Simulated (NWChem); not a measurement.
System: SiH4O4; SMILES O[Si](O)(O)O

```xyz
9

O     -0.2649    -1.3792     0.8670
Si     0.0000     0.0000     0.0000
O      1.3792    -0.2649    -0.8670
O     -1.3792     0.2649    -0.8670
O      0.2649     1.3792     0.8670
H      0.5420    -1.8330     1.1486
H      1.8330     0.5420    -1.1486
H     -1.8330    -0.5420    -1.1486
H     -0.5420     1.8330     1.1486
```
Atoms are numbered in this order, from 1.

Results from NWChem. Pople sets run with spherical d functions. Structure relaxed at the B3LYP/6-31G* (spherical d) level. Atomic charges in e: unrestrained fits to the electrostatic potential beside Mulliken populations; buried atoms are poorly determined by the fit.

For level Hartree-Fock/6-31G*:

ESP O1: -0.87
Mulliken O1: -0.89
ESP Si2: 1.59
Mulliken Si2: 1.61
ESP O3: -0.87
Mulliken O3: -0.89
ESP O4: -0.87
Mulliken O4: -0.89
ESP O5: -0.87
Mulliken O5: -0.89

Question: What are these values for level B3LYP/def2-SVP?

Answer: The ESP O1 is -0.76. The Mulliken O1 is -0.40 and the ESP Si2 is 1.34. The Mulliken Si2 is 0.81, the ESP O3 comes out as -0.76 and the Mulliken O3 is -0.40. The ESP O4 is -0.76. The Mulliken O4 is -0.40. The ESP O5 is -0.76. The Mulliken O5 is -0.40.
